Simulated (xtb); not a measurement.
C2H3N3, charge -1, doublet, at a GFN2-xTB geometry (a state made from the parent by changing its charge; the spin is typed, not shown lowest), atoms displaced at random by about 0.02 Å a coordinate; GFN1-xTB run with xtb.

The xtb input:
```
$ xtb mol.xyz --gfn 1 --chrg -1 --uhf 1 --opt loose --json

# file mol.xyz
8

C      1.14413184    -0.03795911    -0.14973278
N      0.44653681     1.17225077    -0.05210075
C     -0.83984871     0.74311561     0.17107190
N     -0.91184108    -0.67287662     0.17527546
N      0.38774181    -1.11738323     0.01481693
H      2.20838879    -0.04102547    -0.27524250
H     -1.71026607     1.34206798    -0.16010084
H     -1.55268787    -1.14662498    -0.43833185
```

What the program printed (banner, timings and long lists left out):

```
   ID    Z sym.   atoms
    1    6 C      1, 3
    2    7 N      2, 4, 5
    3    1 H      6-8

           -------------------------------------------------
          |                Calculation Setup                |
           -------------------------------------------------

           -------------------------------------------------
          |                 G F N 1 - x T B                 |
           -------------------------------------------------

          ...................................................
          :                      SETUP                      :
          :.................................................:
          :  # basis functions                  26          :
          :  # atomic orbitals                  26          :
          :  # shells                           16          :
          :  # electrons                        27          :
          :  # halogen bonds                     0          :
          :  max. iterations                   250          :
          :  Hamiltonian                  GFN1-xTB          :
          :  restarted?                      false          :
          :  GBSA solvation                  false          :
          :  PC potential                    false          :
          :  electronic temp.          300.0000000     K    :
          :  accuracy                    1.0000000          :
          :  -> integral cutoff          0.2500000E+02      :
          :  -> integral neglect         0.1000000E-07      :
          :  -> SCF convergence          0.1000000E-05 Eh   :
          :  -> wf. convergence          0.2000000E-04 e    :
          :  Broyden damping             0.4000000          :
          :  net charge                         -1          :
          :  unpaired electrons                  1          :
          ...................................................

 iter      E             dE          RMSdq      gap      omega  full diag
   1    -15.6362112 -0.156362E+02  0.872E+00    1.30       0.0  T
   2    -15.6472293 -0.110181E-01  0.525E+00    1.23       1.0  T
   3    -15.6285973  0.186320E-01  0.159E+00    1.63       1.0  T
   4    -15.6501604 -0.215631E-01  0.245E-01    1.29       1.0  T
   5    -15.6507775 -0.617076E-03  0.661E-02    1.28       1.0  T
   6    -15.6508052 -0.276742E-04  0.107E-02    1.28       3.3  T
   7    -15.6508058 -0.616946E-06  0.525E-03    1.28       6.7  T
   8    -15.6508059 -0.126370E-06  0.238E-03    1.28      14.9  T
   9    -15.6508059 -0.477494E-07  0.191E-03    1.28      18.5  T
  10    -15.6508060 -0.285567E-07  0.528E-04    1.28      66.9  T
  11    -15.6508060 -0.211828E-08  0.258E-05    1.28    1372.3  T
  12    -15.6508060 -0.568257E-11  0.115E-05    1.28    3064.5  T

   *** convergence criteria satisfied after 12 iterations ***

         :::::::::::::::::::::::::::::::::::::::::::::::::::::
         ::                     SUMMARY                     ::
         :::::::::::::::::::::::::::::::::::::::::::::::::::::
         :: total energy             -15.519176394927 Eh    ::
         :: gradient norm              0.100758281648 Eh/a0 ::
         :: HOMO-LUMO gap              1.277332550513 eV    ::
         ::.................................................::
         :: SCC energy               -15.650805975591 Eh    ::
         :: -> electrostatic           0.173315742853 Eh    ::
         :: repulsion energy           0.133961737132 Eh    ::
         :: dispersion energy         -0.002332156468 Eh    ::
         :: halogen bond corr.         0.000000000000 Eh    ::
         :: add. restraining           0.000000000000 Eh    ::
         :: total charge              -1.000000000000 e     ::
         :::::::::::::::::::::::::::::::::::::::::::::::::::::

      -----------------------------------------------------------
     |                   =====================                   |
     |                        A N C O P T                        |
     |                   =====================                   |
     |               Approximate Normal Coordinate               |
     |                Rational Function Optimizer                |
      -----------------------------------------------------------
      -----------------------------------------------------------
     |                   =====================                   |
     |                        A N C O P T                        |
     |                   =====================                   |
     |               Approximate Normal Coordinate               |
     |                Rational Function Optimizer                |
      -----------------------------------------------------------

          ...................................................
          :                      SETUP                      :
          :.................................................:
          :   optimization level             loose          :
          :   max. optcycles                   200          :
          :   ANC micro-cycles                  20          :
          :   degrees of freedom                18          :
          :.................................................:
          :   RF solver                   davidson          :
          :   write xtbopt.log                true          :
          :   linear?                        false          :
          :   energy convergence         0.5000000E-04 Eh   :
          :   grad. convergence          0.4000000E-02 Eh/α :
          :   maxmium RF displ.          1.0000000          :
          :   Hlow (freq-cutoff)         0.1000000E-01      :
          :   Hmax (freq-cutoff)         5.0000000          :
          :   S6 in model hess.         20.0000000          :
          ...................................................

generating ANC from exact Hessian ...
Using Lindh-Hessian (1995)
 Shifting diagonal of input Hessian by    0.0000000000000000
 Lowest  eigenvalues of input Hessian
[...]
 * total energy  :   -15.5191764 Eh     change       -0.1332268E-11 Eh
 * total energy  :   -15.5254392 Eh     change       -0.6262840E-02 Eh
 * total energy  :   -15.5273413 Eh     change       -0.1902094E-02 Eh
 * total energy  :   -15.5277035 Eh     change       -0.3622160E-03 Eh
 * total energy  :   -15.5278603 Eh     change       -0.1567585E-03 Eh
 * total energy  :   -15.5279818 Eh     change       -0.1215085E-03 Eh
 * total energy  :   -15.5280262 Eh     change       -0.4441972E-04 Eh
   *** GEOMETRY OPTIMIZATION CONVERGED AFTER 7 ITERATIONS ***
[...]
          :  -> SCF convergence          0.1000000E-05 Eh   :
          :  -> wf. convergence          0.2000000E-04 e    :
          :  Broyden damping             0.4000000          :
          :  net charge                         -1          :
          :  unpaired electrons                  1          :
          ...................................................

 iter      E             dE          RMSdq      gap      omega  full diag
   1    -15.6596337 -0.156596E+02  0.465E-06    1.90       0.0  T
   2    -15.6596337 -0.799361E-13  0.133E-06    1.90   26602.5  T
   3    -15.6596337 -0.301981E-13  0.805E-07    1.90   43916.2  T

   *** convergence criteria satisfied after 3 iterations ***

         :::::::::::::::::::::::::::::::::::::::::::::::::::::
         ::                     SUMMARY                     ::
         :::::::::::::::::::::::::::::::::::::::::::::::::::::
         :: total energy             -15.528026231724 Eh    ::
         :: gradient norm              0.002759062349 Eh/a0 ::
         :: HOMO-LUMO gap              1.904425589118 eV    ::
         ::.................................................::
         :: SCC energy               -15.659633719064 Eh    ::
         :: -> electrostatic           0.173161342253 Eh    ::
         :: repulsion energy           0.133940833734 Eh    ::
         :: dispersion energy         -0.002333346394 Eh    ::
         :: halogen bond corr.         0.000000000000 Eh    ::
         :: add. restraining           0.000000000000 Eh    ::
         :: total charge              -1.000000000000 e     ::
         :::::::::::::::::::::::::::::::::::::::::::::::::::::

           -------------------------------------------------
          |                Property Printout                |
           -------------------------------------------------

    * Orbital Energies and Occupations

         #    Occupation            Energy/Eh            Energy/eV
      -------------------------------------------------------------
         1        2.0000           -0.5345378             -14.5455
         2        2.0000           -0.4897953             -13.3280
         3        2.0000           -0.4516766             -12.2907
         4        2.0000           -0.3659659              -9.9584
         5        2.0000           -0.3523355              -9.5875
         6        2.0000           -0.3240489              -8.8178
         7        2.0000           -0.2814351              -7.6582
         8        2.0000           -0.2627289              -7.1492
         9        2.0000           -0.2416218              -6.5749
        10        2.0000           -0.2099478              -5.7130
        11        2.0000           -0.1834332              -4.9915
        12        2.0000           -0.1656409              -4.5073
        13        2.0000           -0.1591811              -4.3315
        14        1.0000           -0.0313731              -0.8537 (HOMO)
        15                          0.0386133               1.0507 (LUMO)
        16                          0.1119757               3.0470
        17                          0.1282000               3.4885
        18                          0.1318884               3.5889
        19                          0.2251680               6.1271
        20                          0.3562106               9.6930
        21                          0.4720028              12.8438
        22                          0.4757223              12.9451
        23                          0.5899212              16.0526
        24                          0.5960516              16.2194
        25                          0.6823086              18.5666
        26                          0.7579695              20.6254
      -------------------------------------------------------------
                  HL-Gap            0.0699864 Eh            1.9044 eV
             Fermi-level           -0.0458285 Eh           -1.2471 eV

  Mulliken/CM5 charges         n(s)   n(p)   n(d)
     1C     0.21396  0.32474   0.969  2.817  0.000
     2N    -0.50282 -0.67252   1.583  3.920  0.000
     3C     0.05854  0.14070   0.977  2.964  0.000
     4N    -0.29436 -0.54732   1.491  3.804  0.000
     5N    -0.45698 -0.56767   1.620  3.837  0.000
     6H    -0.07719 -0.00460   1.077  0.000  0.000
     7H    -0.07527 -0.00625   1.075  0.000  0.000
     8H     0.13412  0.33292   0.866  0.000  0.000

Wiberg/Mayer (AO) data.
largest (>0.10) Wiberg bond orders for each atom

 ---------------------------------------------------------------------------
     #   Z sym  total        # sym  WBO       # sym  WBO       # sym  WBO
 ---------------------------------------------------------------------------
     1   6 C    3.948 --     5 N    1.440     2 N    1.397     6 H    0.971
     2   7 N    2.955 --     1 C    1.397     3 C    1.341     5 N    0.141
     3   6 C    3.620 --     2 N    1.341     4 N    1.052     7 H    0.977
                             5 N    0.122
     4   7 N    3.122 --     3 C    1.052     5 N    1.024     8 H    0.956
     5   7 N    2.784 --     1 C    1.440     4 N    1.024     2 N    0.141
                             3 C    0.122
     6   1 H    1.024 --     1 C    0.971
     7   1 H    1.015 --     3 C    0.977
     8   1 H    1.025 --     4 N    0.956
 ---------------------------------------------------------------------------

Topologies differ in total number of bonds
Writing topology from bond orders to xtbtopo.mol

 dipole moment from electron density (au)
     X       Y       Z
  -0.5863  -0.0641  -0.5989  total (Debye):    2.137

optimized geometry written to: xtbopt.xyz

           -------------------------------------------------
          | TOTAL ENERGY              -15.528026231724 Eh   |
          | GRADIENT NORM               0.002759062349 Eh/α |
          | HOMO-LUMO GAP               1.904425589118 eV   |
           -------------------------------------------------

normal termination of xtb
```
